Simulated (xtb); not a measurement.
Be(F)(GeH3) (BeFGeH₃), SMILES [F][Be][GeH3]. All values are semi-empirical tight-binding results from xtb (GFN2-xTB unless named), good for trends rather than for accurate numbers. Coordinates come from a GFN2-xTB optimisation.

Optimised geometry:

```xyz
6

Be    -0.3841     1.1116    -1.0196
F     -0.7192     2.0844    -1.9221
Ge     0.1476    -0.4163     0.3837
H      1.0120    -1.5487    -0.0842
H      0.9160    -0.0332     1.6127
H     -0.9424    -1.2132     1.0349
```
Charge 0, spin multiplicity 1.

For metal compounds this method's bond lengths and energies can be far off.

Computed properties:
```
Item                                          Result
-------------------------------------  -------------
point group as xtb finds it                      C3v
orbital gap                                  4.61 eV
zero-point energy                      16.2 kcal/mol
G − E(el) at 298.15 K (modified RRHO)  -1.0 kcal/mol
```

Computed atomic charges and the Wiberg bond orders between heavy atoms:
charges (e) Be1 0.57, F2 -0.37, Ge3 -0.05, H4 -0.05, H5 -0.05, H6 -0.05. Bond orders Be1–F2 1.13, Be1–Ge3 0.83.
